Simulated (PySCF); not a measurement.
CH3ClF2OSi, SMILES OC[Si](F)(F)Cl.

Geometry: B3LYP-D3(BJ)/def2-SVP. The structure was generated by enumeration, and PubChem lists no compound with its InChIKey, so it may never have been made. Other conformers were not sampled.

Computed with TDA-PBE/def2-SVPD (PySCF 2.14.0).

Vertical excitations. The molecule is in vacuum.

### Question
Estimate the UV-visible absorptions. (An estimate is asked for; the answer gives what the named calculation found.)

### Answer

```
state  energy (eV)  λ (nm)      f                                              main pairs
-----  -----------  ------  -----  ------------------------------------------------------
S1            5.97     208  0.012                                          HOMO→LUMO 98 %
S2            6.41     193  0.032                                        HOMO→LUMO+1 97 %
S3            7.04     176  0.004                      HOMO→LUMO+2 84 %, HOMO→LUMO+3 14 %
S4            7.13     174  0.013                      HOMO→LUMO+3 83 %, HOMO→LUMO+2 14 %
S5            7.44     167  0.010                                        HOMO→LUMO+4 97 %
S6            7.64     162  0.026                                        HOMO−1→LUMO 92 %
S7            7.86     158  0.036                      HOMO−2→LUMO 80 %, HOMO−3→LUMO 15 %
S8            7.88     157  0.036  HOMO−3→LUMO 56 %, HOMO−1→LUMO+1 25 %, HOMO−2→LUMO 13 %
S9            7.96     156  0.037                    HOMO−1→LUMO+1 64 %, HOMO−3→LUMO 25 %
S10           8.04     154  0.019                                        HOMO→LUMO+5 95 %
T1            5.71     217      0                                          HOMO→LUMO 93 %
T2            6.04     205      0                                        HOMO→LUMO+1 93 %
T3            6.73     184      0                                        HOMO→LUMO+2 98 %
T4            6.91     180      0                                        HOMO→LUMO+3 97 %
```
Triplets are in the Tamm–Dancoff approximation.
